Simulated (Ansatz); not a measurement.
Geometry optimisation, Ansatz 0.2.0, RKS revPBE-D4/def2-mTZVP.

The input (input.yaml):

```yaml
crystal:
  periodic: [false, false, false]
  atoms:
    - { symbol: C, position_ang: [-0.9185, 0.1368, -0.5898] }
    - { symbol: Si, position_ang: [-0.596, -0.1147, 1.1934] }
    - { symbol: "N", position_ang: [1.1376, -0.0664, 0.8252] }
    - { symbol: Ge, position_ang: [0.9976, 0.2498, -0.993] }
    - { symbol: H, position_ang: [-1.4603, 1.1509, -0.7978] }
    - { symbol: H, position_ang: [-1.4675, -0.6693, -1.0812] }
    - { symbol: H, position_ang: [-0.9894, -1.4442, 1.6474] }
    - { symbol: H, position_ang: [1.29368, 0.70457, 1.50552] }
    - { symbol: H, position_ang: [1.5232, -1.0311, 0.9742] }
    - { symbol: H, position_ang: [1.3993, -0.9673, -1.814] }
    - { symbol: H, position_ang: [1.3931, 1.6563, -1.3733] }
basis:
  gaussian: { orbitals: def2-mTZVP }
hamiltonian:
  xc: revpbe
  dispersion: d4
relax:
  f_tol: 0.02
  max_steps: 50
output:
  orbitals: {}
```

Run as:

```bash
$ ansatz run input.yaml --threads 2 --pin off --max-ram 3072MiB --backend cpu --events-out ev --progress --plain --runs-dir out
```

**Question.** Where does it end, and by what steps?

**Answer.** It converged. After 13 steps the energy has fallen by 2.190 eV; H7 moved furthest, 0.96 Å.

```tsv
step	energy less start (eV)	largest force component (eV/Å)	accepted
0	0.0000	4.223	yes
1	-1.5577	2.398	yes
2	-2.0526	1.006	yes
3	-2.0658	1.152	yes
4	-2.1103	0.591	yes
5	-2.1444	0.159	yes
6	-2.1627	0.111	yes
7	-2.1777	0.169	yes
8	-2.1820	0.222	yes
9	-2.1869	0.131	yes
10	-2.1894	0.068	yes
11	-2.1898	0.039	yes
12	-2.1898	0.030	no
13	-2.1902	0.014	yes
```

```xyz
11
Properties=species:S:1:pos:R:3
C -1.108 0.284 -0.559
Si -0.876 -0.359 1.330
N 1.133 0.058 0.974
Ge 0.785 0.127 -0.963
H -1.470 1.319 -0.631
H -1.748 -0.355 -1.184
H -0.553 -1.807 0.873
H 1.434 0.944 1.391
H 1.783 -0.661 1.303
H 1.287 -1.242 -1.489
H 1.646 1.298 -1.548
```

Whether the end is a true minimum wasn't checked by a vibrational analysis.

Time of the run: 14 s on 2 threads of AMD EPYC 9R45 96-Core Processor (Zen 5) (shared host), peak memory 0.18 GiB.
